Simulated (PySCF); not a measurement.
## Radial density of Pr²⁺ (praseodymium, charge +2)

UHF, [Xe] 4f3, one real determinant. Computed with PySCF 2.14 in x2c-TZVPPall (11s7p7d4f2g, 113 functions), with scalar relativity by spin-free X2C-1e.

| r (bohr) | 4πr²ρ (e/bohr) | 4πr²(ρα − ρβ) |
| --- | --- | --- |
| 0.0274 | 69.26 | 0.0021 |
| 0.0461 | 79.21 | 0.0033 |
| 0.0776 | 102.0 | -0.0049 |
| 0.131 | 75.27 | 0.0012 |
| 0.220 | 88.29 | 0.2538 |
| 0.369 | 36.61 | 1.3356 |
| 0.621 | 38.46 | 2.7326 |
| 1.04 | 13.39 | 2.1941 |
| 1.76 | 6.262 | 0.6473 |
| 2.96 | 0.7539 | 0.0287 |
| 4.97 | 0.004045 | 0.0005 |
| 8.36 | 5.311e-05 | 0.0000 |

Densities and radii are taken from the X2C orbitals without a picture-change correction, which distorts them close to the nucleus.

⟨L²⟩ = 34.03 against 42 for a pure I term, so this real determinant mixes terms. Spin-orbit coupling, absent here, splits the open shell strongly.

Where is the radial spin density 4πr²(ρα − ρβ) most negative, and why is it negative at all?

Around r = 0.0776 bohr, down to -0.0049 e/bohr: exchange with the open shell polarises the paired shells in an unrestricted calculation.
